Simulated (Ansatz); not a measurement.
`O/C(Cl)=[CH]/[GaH2]` + `O[SiH3]` → `[SiH3][O][GaH2]` + `C=C(O)Cl`  (ligand exchange at a Ga–C bond)

Computed with Ansatz on PBE0-D4/def2-TZVP structures; ΔE is electronic, products minus reactants. CCSD(T)/CBS is the MP2 limit (def2-TZVPP, def2-QZVPP) plus CCSD(T) − MP2 in def2-TZVPP, frozen cores. Functionals use def2-TZVPP. B3LYP here is the variant with VWN-RPA as its local correlation; programs differ in this. HSE06 is defined as in plane-wave codes. For Ga outer-core shells are correlated without core-valence functions, which leaves a few kJ/mol of doubt a bond. Scalar relativity is left out up to krypton. Each species was taken in one conformer, which may not be the lowest.

`O/C(Cl)=[CH]/[GaH2]`:

Cartesian coordinates in Å:
```
O -2.036 -1.017 0.251
C -0.888 -0.339 0.379
Cl -0.709 0.372 1.958
C 0.016 -0.221 -0.593
Ga 1.697 0.726 -0.521
H -2.537 -0.973 1.071
H -0.275 -0.736 -1.506
H 2.585 0.709 -1.813
H 2.148 1.478 0.775
```

`O[SiH3]`:

```xyz
6

O     0.853    0.865   -0.408
Si   -0.168   -0.237    0.268
H     0.725    1.087   -1.330
H    -1.584    0.220    0.215
H     0.262   -0.380    1.677
H    -0.088   -1.555   -0.421
```

`[SiH3][O][GaH2]`:

```xyz
8

Si   -1.069    0.230    0.815
O    -0.262   -0.399   -0.453
Ga    1.376   -0.374   -1.161
H    -0.185    1.093    1.651
H    -1.601   -0.864    1.672
H    -2.209    1.055    0.333
H     1.516   -1.233   -2.450
H     2.434    0.492   -0.407
```

`C=C(O)Cl`:

```xyz
7

C     0.159    0.021    0.899
C    -0.105    0.299   -0.371
O    -0.179   -0.567   -1.396
Cl   -0.405    1.897   -0.920
H     0.193    0.804    1.640
H     0.344   -1.000    1.210
H    -0.007   -1.453   -1.061
```

| level | ΔE (kJ/mol) |
| --- | --- |
| BLYP-D4 | -65.9 |
| B3LYP-D4 | -68.4 |
| CAM-B3LYP-D4 | -72.5 |
| PBE0 | -61.8 |
| HSE06 | -61.6 |
| MP2/def2-SVP | -77.2 |
| CCSD/def2-TZVPP | -71.8 |
| HF/CBS(def2) | -88.6 |

Question: What does CCSD(T)/CBS give? (Estimate.)

Answer: The calculation gave: -63.5 kJ/mol. The listed levels differ from it by -2.4, -4.9, -9.0, 1.7, 1.9, -13.7, -8.3, -25.1 kJ/mol.

Question: What do rigid-rotor, harmonic-oscillator terms from PBE0-D4/def2-TZVP frequencies (298.15 K, 1 bar) make of the CCSD(T)/CBS value? (An estimate is asked.)

Answer: Ansatz gave: ΔZPE = +1.8 kJ/mol, ΔH = -62.6 kJ/mol, ΔS = 8 J/(mol·K), ΔG = -65.0 kJ/mol.

Largest T1 diagnostic among the species: 0.014.

From BLYP to BHLYP (50 % exact exchange), in def2-TZVPP and without D4, ΔE moves by −6.9 kJ/mol. In def2-TZVPP, CCSD(T) changes the Hartree–Fock value by +18.2 kJ/mol (the triples alone add +3.2 kJ/mol) and MP2 by +21.4 kJ/mol.
